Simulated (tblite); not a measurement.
**Question.** Give a GFN2-xTB geometry of `C1([Si@@H]([SiH2][SiH2][SiH3])Cl)CC1`.

**Answer.** 
Z-matrix in Å and degrees, rows numbered from 1:
```
Si
Si  1  2.3144
Si  2  2.3273  1  114.59
Si  3  2.3231  2  114.65  1   -59.12
Cl  4  2.0364  3  112.30  2  -170.60
C   4  1.8871  3  111.15  2   -51.07
C   6  1.5033  4  121.02  3   139.43
C   7  1.4916  6   60.24  4  -108.11
H   1  1.4679  2  111.03  3    60.13
H   1  1.4648  2  111.34  3   -57.91
H   1  1.4637  2  115.22  3  -179.26
H   2  1.4714  1  109.60  3   124.11
H   2  1.4727  1  109.77  3  -123.72
H   3  1.4732  2  108.60  1    62.05
H   3  1.4714  2  111.71  1   175.11
H   4  1.4697  3  114.08  2    70.28
H   6  1.0849  4  115.60  3   -74.24
H   7  1.0802  6  118.50  8  -108.49
H   7  1.0797  6  118.27  8   107.93
H   8  1.0808  6  118.32  7  -108.02
H   8  1.0802  6  118.51  7   108.33
```

Si4 (chlorine-bound silicon) is distorted tetrahedral (angles from 104.8° to 114.1°). The 3-membered ring C6–C7–C8 has internal angles of 59.5° to 60.3°. Si3 (SiH2 silicon) is distorted tetrahedral (angles from 103.1° to 114.7°). Si2 (SiH2 silicon) is distorted tetrahedral (angles from 102.8° to 114.6°).

The geometry is computed with GFN2-xTB (gas phase).

Point group: C1 (no symmetry element, even within 0.4 Å). Its lowest GFN2-xTB frequency is 13i cm⁻¹, too small to tell a flat minimum from a shallow saddle. One conformer, not necessarily the lowest (Si1–Si2–Si3–Si4 -59°, Si2–Si3–Si4–Cl5 -171°, Si3–Si4–C6–C7 139°). 3 starts were optimised and ended at 0.00, 0.24 and 0.33 kcal/mol (GFN2-xTB); the lowest of these is shown.
